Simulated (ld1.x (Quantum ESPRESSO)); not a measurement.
iodine, TM semilocal: configuration errors across variants

| Item | Value |
| --- | --- |
| Element | iodine (I) |
| Generator | ld1.x (Quantum ESPRESSO) 7.5 |
| Type | norm-conserving Troullier–Martins (semilocal form) |
| Functional | PBE |
| Relativity | scalar-relativistic |
| Frozen core | [Kr] 4d10 |
| Valence charge | 7 |
| Reference configuration | 5s2 5p5 |
| Partial waves | 5p (bound): rc 1.80 bohr; 5s (bound): rc 1.40 bohr |
| Local potential | the s channel |
| Core correction | none |

All-electron excitation energies from the reference (eV): (1) 5s2 5p4 11.131; (2) 5s2 5p3 30.977; (3) 5s2 5p2 60.305; (4) 5s2 5p5.3 -1.783; (5) 5s1 5p6 10.414; (6) 5s2 5p1 99.731; (7) 5s2 5p4.5 4.532.

In the semilocal form every listed channel keeps its own potential, so the choice of the local channel does not act on these tests. It acts once the file is put into the separable form.

A semilocal file is local in each channel, so a ghost entry of none says nothing of the separable form that plane-wave codes build from it.

4 further variants failed, have other tests or another functional or relativity, and are left out.

Errors AE − PS in meV (a dash: test not solved or not reliable):

```tsv
change	(1)	(2)	(3)	(4)	(5)	(6)	(7)	bound ghosts
base	-3.1	-9.8	-19	+0.5	+11	-12	-1.2	none
wave 5p (bound): rc 1.80 bohr becomes 5p (bound): rc 2.26 bohr	-3.3	-10	-19	+0.5	+13	-10	-1.3	none
core correction a·sin(br)/r model core inside 0.52 bohr	-2.2	-8.0	-30	+0.5	-14	-96	-1.0	none
wave 5s (bound): rc 1.40 bohr becomes 5s (bound): rc 1.68 bohr	-4.1	-17	-45	+0.4	+2.8	-86	-1.4	none
local potential the p channel	-3.1	-9.8	-19	+0.5	+11	-12	-1.2	none
wave 5s (bound): rc 1.40 bohr becomes 5s (bound): rc 1.28 bohr	-1.7	+0.5	+19	+0.5	+23	+92	-1.0	none
all radii scaled by about 1.03 (s 1.44, p 1.86 bohr)	-3.6	-12	-27	+0.5	+8.7	-31	-1.3	none
all radii scaled by about 1.27 (s 1.78, p 2.28 bohr)	-4.2	-18	-48	+0.4	+2.6	-92	-1.4	none
```

Task: Give the same row for: all radii scaled by about 1.24 (s 1.74, p 2.24 bohr).

Result: -4.4, -18, -47, +0.4, +2.1, -88, -1.5; bound ghosts: none.
